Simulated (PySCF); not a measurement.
Mg(Cl)(OMe) (CH3ClMgO), SMILES C[O][Mg][Cl]. Heavy atoms are numbered as in [Mg:1]([Cl:2])[O:3][CH3:4]. Hydrogens are named by the atom that carries them.

Geometry optimised at B3LYP-D3(BJ)/def2-SVP. One conformer was computed; it need not be the lowest.

Level of theory: B3LYP/def2-TZVPD (PySCF).

Mulliken values depend strongly on the basis, most of all with diffuse functions as here. ESP charges are fitted to the potential on shells at 1.4 to 2.0 van der Waals radii. Atomic charges (e), one atom of each kind:

```json
[
 {"atom": "Mg1", "ESP fit": "0.87", "Mulliken": "1.16", "IAO": "1.67"},
 {"atom": "Cl2", "ESP fit": "(withheld)", "Mulliken": "-0.54", "IAO": "-0.80"},
 {"atom": "O3", "ESP fit": "(withheld)", "Mulliken": "-0.76", "IAO": "-1.05"},
 {"atom": "C4 (CH3)", "ESP fit": "-0.44", "Mulliken": "-0.46", "IAO": "-0.15"},
 {"atom": "H on C4", "ESP fit": "(withheld)", "Mulliken": "0.20", "IAO": "0.11"}
]
```

What belongs in the gaps? (Estimate from the structure and the level; the computed values follow.)


- Cl2, ESP fit: -0.45
- O3, ESP fit: -0.39
- H on C4, ESP fit: 0.14
